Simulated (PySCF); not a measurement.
**What settings do to a single point of La(OH)3(H2O)**

The sound run of La(OH)3(H2O) (singlet) uses PySCF 2.14.0, RKS PBE0, La lcecp-1-SVP with ECP46, O def2-SVP, H def2-SVP; non-relativistic Hamiltonian with scalar-relativistic core potentials where named; density fitting; no spin-orbit coupling, grid (50, 194), threshold 1e-8 Eh and 55 cycles, at the relaxed geometry:

```xyz
10

La    0.1720   -0.2309    0.1323
O     1.3151    1.3159    1.1731
H     1.8740    1.8904    1.6971
O    -1.4752   -1.1504    1.2321
H    -2.1277   -1.6047    1.7657
O     1.1746   -1.4725   -1.3571
H     1.6759   -2.0407   -1.9423
O    -1.2532    1.3830   -1.3613
H    -1.3819    2.3193   -1.1683
H    -1.9788    1.1249   -1.9411
```

There La1 has a Mulliken charge of 1.08 e and the dipole about the centre of mass is 4.54 D. Each run below changes one thing and starts from free metal ions and neutral atoms unless it says otherwise; with 55 cycles, smearing, a level shift and second-order steps follow where DIIS fails, and their cycles count. Energy shifts count from the sound run. On f atoms grids over 110 angular points are at least (60, 302).

```
                                          change        outcome  cycles  energy shift (eV)  largest force component (eV/Å)  charge on La1 (e)  dipole about the centre of mass (D)
          O2 put 1.1 Å from La1, limit 99 cycles      converged      15              56.61                          174.42               0.37                                 5.49
                          all coordinates × 1.12      converged       9               3.10                            4.09               1.20                                 5.11
                                   grid (30, 86)      converged      10             0.0003                            0.22               1.08                                 4.53
                                 threshold 1e-06      converged       7             0.0000                            0.02               1.08                                 4.54
charge changed by +4, spin kept, limit 71 cycles  not converged      71                  –                               –                  –                                    –
```

Task: How does the run with this change end: start from a density of up to 30 smeared cycles (not counted)?

Result: outcome converged, cycles 7, energy shift (eV) 0.0000, largest force component (eV/Å) 0.02, charge on La1 (e) 1.08, dipole about the centre of mass (D) 4.54.

Unsound on purpose, so not properties of the compound: O2 put 1.1 Å from La1, limit 99 cycles.

Forces carry noise of the integration grid, about 0.01 to 0.03 eV/Å.

A frequency check found unstable modes (1, the lowest at -32 cm⁻¹), so the relaxed geometry is a saddle point, or these are noise.
